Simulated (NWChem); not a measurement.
System: C2H6OSi; SMILES C([SiH3])C=O

Here is an NWChem input.

```
start job
memory heap 200 mb stack 900 mb global 1100 mb
geometry units angstroms noautoz
  O     -0.421390     2.138591    -0.207348
  C      0.201961     1.303713     0.392397
  C      0.821750     0.091970    -0.226959
  Si    -0.246341    -1.466451     0.001442
  H      0.336441     1.380276     1.504821
  H      1.796738    -0.121296     0.242538
  H      0.955640     0.257597    -1.307641
  H     -1.548592    -1.302211    -0.706121
  H     -0.500057    -1.699029     1.455429
  H      0.489971    -2.637140    -0.560104
end
basis spherical
  O library 6-31g*
  C library 6-31g*
  Si library 6-31g*
  H library 6-31g*
end
dft
  xc xwpbe 1.00 cpbe96 1.0 hfexch 1.00
  cam 0.5 cam_alpha 0.0 cam_beta 1.0
  iterations 150
  vectors input atomic output neutral.movecs
end
task dft energy
charge 1
dft
  odft
  mult 2
  vectors input atomic output cation.movecs
end
task dft energy
```

Parts of the log:

```
             Northwest Computational Chemistry Package (NWChem) 7.3.0
             --------------------------------------------------------

 C1  symmetry detected

                             Geometry "geometry" -> ""
                             -------------------------

 Output coordinates in angstroms (scale by  1.889725989 to convert to a.u.)

  No.       Tag          Charge          X              Y              Z
 ---- ---------------- ---------- -------------- -------------- --------------
    1 O                    8.0000    -0.46645728     2.11156810    -0.21834747
    2 C                    6.0000     0.16000353     1.28617592     0.39120679
    3 C                    6.0000     0.80213972     0.08053401    -0.21719281
    4 Si                  14.0000    -0.24917373    -1.49042442     0.00301405
    5 H                    1.0000     0.28022869     1.36748275     1.50492535
    6 H                    1.0000     1.77402392    -0.11927966     0.26449901
    7 H                    1.0000     0.94685908     0.24482595    -1.29668199
    8 H                    1.0000    -1.54482080    -1.34436486    -0.72047963
    9 H                    1.0000    -0.51732813    -1.72212128     1.45454852
   10 H                    1.0000     0.50826815    -2.65340533    -0.54631211

 Effective nuclear repulsion energy (a.u.)     153.0405215343

  pbe96 is a nonlocal functional; adding pw91lda local functional.

                                 NWChem DFT Module
                                 -----------------

 Summary of "ao basis" -> "ao basis" (spherical)
 ------------------------------------------------------------------------------
       Tag                 Description            Shells   Functions and Types
 ---------------- ------------------------------  ------  ---------------------
 O                           6-31g*                  6       14   3s2p1d
 C                           6-31g*                  6       14   3s2p1d
 Si                          6-31g*                  8       18   4s3p1d
 H                           6-31g*                  2        2   2s

            General Information
            -------------------
          SCF calculation type: DFT
          Wavefunction type:  closed shell.
          No. of atoms     :    10
          No. of electrons :    40
           Alpha electrons :    20
            Beta electrons :    20
          Charge           :     0
          Spin multiplicity:     1
          Use of symmetry is: off; symmetry adaption is: off
          Maximum number of iterations: 150
          AO basis - number of functions:    72
                     number of shells:    38
          Convergence on energy requested:  1.00D-06
          Convergence on density requested:  1.00D-05
          Convergence on gradient requested:  5.00D-04

              XC Information
              --------------
                     Hartree-Fock (Exact) Exchange  1.000
                     LC-wPBE(h)Exchange Functional  1.000
            Perdew 1991 LDA Correlation Functional  1.000 local
           PerdewBurkeErnz. Correlation Functional  1.000 non-local

           Range-Separation Parameters
           ---------------------------
           Alpha           :  0.00
           Beta            :  1.00
           Gamma           :  0.50
           Short-Range HF  :     F

             Grid Information
             ----------------
          Grid used for XC integration:  medium
          Radial quadrature: Mura-Knowles
          Angular quadrature: Lebedev.
          Tag              B.-S. Rad. Rad. Pts. Rad. Cut. Ang. Pts.
          ---              ---------- --------- --------- ---------
          O                   0.60       49          12.0       434
          C                   0.70       49          10.0       434
          Si                  1.10       88           9.0       590
          H                   0.35       45          11.0       434
          Grid pruning is: on
          Number of quadrature shells:   505
          Spatial weights used:  Erf1

      Superposition of Atomic Density Guess
      -------------------------------------

 Sum of atomic energies:        -441.88156328

      Non-variational initial energy
      ------------------------------

 Total energy =    -443.726435
 1-e energy   =    -911.570735
 2-e energy   =     314.803779
 HOMO         =      -0.318614
 LUMO         =      -0.006826

   convergence    iter        energy       DeltaE   RMS-Dens  Diis-err
 ---------------- ----- ----------------- --------- --------- ---------
 d= 0,ls=0.0,diis     1   -444.1827736910 -5.97D+02  1.50D-02  9.43D-01
 d= 0,ls=0.0,diis     2   -444.1967776236 -1.40D-02  7.82D-03  1.15D+00
 d= 0,ls=0.0,diis     3   -444.2985795757 -1.02D-01  1.20D-03  1.08D-02
 d= 0,ls=0.0,diis     4   -444.3004248663 -1.85D-03  5.79D-04  9.10D-04
 d= 0,ls=0.0,diis     5   -444.3006071559 -1.82D-04  2.76D-04  1.16D-04
  Resetting Diis
 d= 0,ls=0.0,diis     6   -444.3006403542 -3.32D-05  9.11D-05  1.33D-05
 d= 0,ls=0.0,diis     7   -444.3006435286 -3.17D-06  2.21D-05  1.23D-06
 d= 0,ls=0.0,diis     8   -444.3006437387 -2.10D-07  6.29D-06  4.69D-07

         Total DFT energy =     -444.300643738729
      One electron energy =     -914.611454380904
           Coulomb energy =      359.650369901703
    Exchange-Corr. energy =      -42.380080793814
 Nuclear repulsion energy =      153.040521534285

 Numeric. integr. density =       39.999996025961

                       DFT Final Molecular Orbital Analysis
                       ------------------------------------

 Vector   18  Occ=2.000000D+00  E=-4.820187D-01
              MO Center= -6.3D-01, -1.3D+00,  9.6D-02, r^2= 2.7D+00
   Bfn.  Coefficient  Atom+Function         Bfn.  Coefficient  Atom+Function
  ----- ------------  ---------------      ----- ------------  ---------------
    51      0.325008   4 Si pz               68     -0.286467   8 H  s
    70      0.254276   9 H  s                67     -0.240970   8 H  s
    69      0.209301   9 H  s                49      0.198607   4 Si px
    33     -0.136093   3 C  pz               47     -0.133635   4 Si pz
    37     -0.096479   3 C  pz               65      0.089008   7 H  s

 Vector   19  Occ=2.000000D+00  E=-4.569210D-01
              MO Center=  1.4D-01,  1.6D-01, -9.8D-02, r^2= 3.3D+00
   Bfn.  Coefficient  Atom+Function         Bfn.  Coefficient  Atom+Function
  ----- ------------  ---------------      ----- ------------  ---------------
    31     -0.273994   3 C  px                3      0.263298   1 O  px
    50      0.253605   4 Si py               32     -0.227290   3 C  py
    49      0.193828   4 Si px                4      0.183663   1 O  py
    35     -0.181796   3 C  px                7      0.173259   1 O  px
    36     -0.164566   3 C  py                8      0.131182   1 O  py

 Vector   20  Occ=2.000000D+00  E=-3.880334D-01
              MO Center= -1.3D-01,  1.6D+00,  5.4D-02, r^2= 2.1D+00
   Bfn.  Coefficient  Atom+Function         Bfn.  Coefficient  Atom+Function
  ----- ------------  ---------------      ----- ------------  ---------------
     5      0.475454   1 O  pz                9      0.348471   1 O  pz
     4      0.263664   1 O  py               62     -0.248652   5 H  s
    34      0.226902   3 C  s                32      0.222435   3 C  py
     8      0.198162   1 O  py               61     -0.180536   5 H  s
    36      0.170229   3 C  py               19     -0.140192   2 C  pz

 Vector   21  Occ=0.000000D+00  E= 8.186733D-02
              MO Center= -2.9D-02,  8.2D-01,  1.3D-01, r^2= 3.6D+00
   Bfn.  Coefficient  Atom+Function         Bfn.  Coefficient  Atom+Function
  ----- ------------  ---------------      ----- ------------  ---------------
    21      0.447350   2 C  px               17      0.374184   2 C  px
    53      0.358456   4 Si px                7     -0.345956   1 O  px
    55     -0.321994   4 Si pz                3     -0.320289   1 O  px
    72     -0.321882  10 H  s                22      0.277136   2 C  py
    70      0.253727   9 H  s                48      0.251018   4 Si s

 Vector   22  Occ=0.000000D+00  E= 1.190306D-01
              MO Center= -3.5D-01, -1.6D+00,  9.1D-02, r^2= 4.7D+00
   Bfn.  Coefficient  Atom+Function         Bfn.  Coefficient  Atom+Function
  ----- ------------  ---------------      ----- ------------  ---------------
    54      1.163886   4 Si py               34     -0.985895   3 C  s
    53      0.701226   4 Si px               36      0.439792   3 C  py
    72      0.396191  10 H  s                52      0.309564   4 Si s
    68      0.289776   8 H  s                50      0.198323   4 Si py
    20     -0.196726   2 C  s                32      0.153042   3 C  py

 Vector   23  Occ=0.000000D+00  E= 1.541571D-01
              MO Center=  1.3D-01, -1.6D+00, -3.4D-02, r^2= 4.4D+00
   Bfn.  Coefficient  Atom+Function         Bfn.  Coefficient  Atom+Function
  ----- ------------  ---------------      ----- ------------  ---------------
    55      1.256220   4 Si pz               68      1.038019   8 H  s
    70     -0.930012   9 H  s                53      0.761657   4 Si px
    54     -0.456949   4 Si py               72     -0.238297  10 H  s
    51      0.204029   4 Si pz               62      0.191811   5 H  s
    35     -0.182369   3 C  px               23     -0.163551   2 C  pz

     Multipole analysis of the density
     ---------------------------------

     L   x y z        total         alpha         beta         nuclear
     -   - - -        -----         -----         ----         -------
     0   0 0 0     -0.000000    -20.000000    -20.000000     40.000000

     1   1 0 0      0.648836      0.324418      0.324418      0.000000
     1   0 1 0     -0.790007     -0.395003     -0.395003     -0.000000
     1   0 0 1      0.323100      0.161550      0.161550     -0.000000

     2   2 0 0    -23.936207    -36.356201    -36.356201     48.776195
     2   1 1 0      1.832878     -0.805580     -0.805580      3.444038
     2   1 0 1     -0.099257      0.163613      0.163613     -0.426483
     2   0 2 0    -28.994756   -176.072019   -176.072019    323.149282
     2   0 1 1      1.401194     -0.700859     -0.700859      2.802912
     2   0 0 2    -23.592773    -27.030955    -27.030955     30.469136

                                 NWChem DFT Module
                                 -----------------

            General Information
            -------------------
          SCF calculation type: DFT
          Wavefunction type:  spin polarized.
          No. of atoms     :    10
          No. of electrons :    39
           Alpha electrons :    20
            Beta electrons :    19
          Charge           :     1
          Spin multiplicity:     2
          Use of symmetry is: off; symmetry adaption is: off
          Maximum number of iterations: 150
          This is a Direct SCF calculation.
          AO basis - number of functions:    72
                     number of shells:    38
          Convergence on energy requested:  1.00D-06
          Convergence on density requested:  1.00D-05
          Convergence on gradient requested:  5.00D-04

              XC Information
              --------------
                     Hartree-Fock (Exact) Exchange  1.000
                     LC-wPBE(h)Exchange Functional  1.000
            Perdew 1991 LDA Correlation Functional  1.000 local
           PerdewBurkeErnz. Correlation Functional  1.000 non-local

           Range-Separation Parameters
           ---------------------------
           Alpha           :  0.00
           Beta            :  1.00
           Gamma           :  0.50
           Short-Range HF  :     F

             Grid Information
             ----------------
          Grid used for XC integration:  medium
          Radial quadrature: Mura-Knowles
          Angular quadrature: Lebedev.
          Tag              B.-S. Rad. Rad. Pts. Rad. Cut. Ang. Pts.
          ---              ---------- --------- --------- ---------
          O                   0.60       49          12.0       434
          C                   0.70       49          10.0       434
          Si                  1.10       88           9.0       590
          H                   0.35       45          11.0       434
          Grid pruning is: on
          Number of quadrature shells:   505
          Spatial weights used:  Erf1

      Superposition of Atomic Density Guess
      -------------------------------------

 Sum of atomic energies:        -441.88156328

 Renormalizing density from      40.00 to     39

      Non-variational initial energy
      ------------------------------

 Total energy =    -436.480603
 1-e energy   =    -888.781467
 2-e energy   =     299.260342
 HOMO         =      -0.616680
 LUMO         =      -0.309696

   convergence    iter        energy       DeltaE   RMS-Dens  Diis-err
 ---------------- ----- ----------------- --------- --------- ---------
 d= 0,ls=0.0,diis     1   -443.7640106113 -5.97D+02  7.13D-03  3.11D-01
                                                     7.94D-03  3.52D-01
 d= 0,ls=0.0,diis     2   -443.7583246062  5.69D-03  4.53D-03  5.04D-01
                                                     3.71D-03  4.03D-01
 d= 0,ls=0.0,diis     3   -443.9203928240 -1.62D-01  7.57D-04  3.93D-03
                                                     1.39D-03  1.01D-02
 d= 0,ls=0.0,diis     4   -443.9277650494 -7.37D-03  6.53D-04  2.91D-03
                                                     6.99D-04  1.97D-03
 d= 0,ls=0.0,diis     5   -443.9306465710 -2.88D-03  5.53D-04  5.58D-04
                                                     8.22D-04  5.59D-04
  Resetting Diis
 d= 0,ls=0.0,diis     6   -443.9324589631 -1.81D-03  3.19D-04  1.06D-04
                                                     5.37D-04  1.43D-04
 d= 0,ls=0.0,diis     7   -443.9329896179 -5.31D-04  5.62D-05  1.23D-05
                                                     8.82D-05  2.12D-05
 d= 0,ls=0.0,diis     8   -443.9330293642 -3.97D-05  5.95D-05  5.75D-06
                                                     8.69D-05  8.26D-06
 d= 0,ls=0.0,diis     9   -443.9330544148 -2.51D-05  4.88D-05  1.46D-06
                                                     7.39D-05  2.56D-06
 d= 0,ls=0.0,diis    10   -443.9330636891 -9.27D-06  1.51D-05  2.34D-07
                                                     2.04D-05  3.11D-07
 d= 0,ls=0.0,diis    11   -443.9330646537 -9.65D-07  5.02D-06  2.57D-08
                                                     1.19D-05  1.38D-07
 d= 0,ls=0.0,diis    12   -443.9330649678 -3.14D-07  2.55D-06  1.82D-08
                                                     6.52D-06  5.86D-08

         Total DFT energy =     -443.933064967754
      One electron energy =     -904.615162471042
           Coulomb energy =      349.638710939530
    Exchange-Corr. energy =      -41.997134970527
 Nuclear repulsion energy =      153.040521534285

 Numeric. integr. density =       38.999996817930

                    DFT Final Alpha Molecular Orbital Analysis
                    ------------------------------------------

 Vector   18  Occ=1.000000D+00  E=-6.887352D-01
              MO Center=  2.2D-01, -5.2D-01, -1.2D-01, r^2= 3.0D+00
   Bfn.  Coefficient  Atom+Function         Bfn.  Coefficient  Atom+Function
  ----- ------------  ---------------      ----- ------------  ---------------
    32      0.326607   3 C  py               50     -0.300609   4 Si py
    31      0.248199   3 C  px               36      0.221986   3 C  py
     3     -0.185431   1 O  px               35      0.177241   3 C  px
    49     -0.146182   4 Si px               46      0.130573   4 Si py
     7     -0.123458   1 O  px               71      0.117747  10 H  s

[...]
```

Level: LC-wPBE (HJS exchange hole, range parameter 0.5 per bohr)/6-31G* (spherical d), vertical spin-unrestricted ions. All runs use the structure optimised with PBE0/def2-SVP.
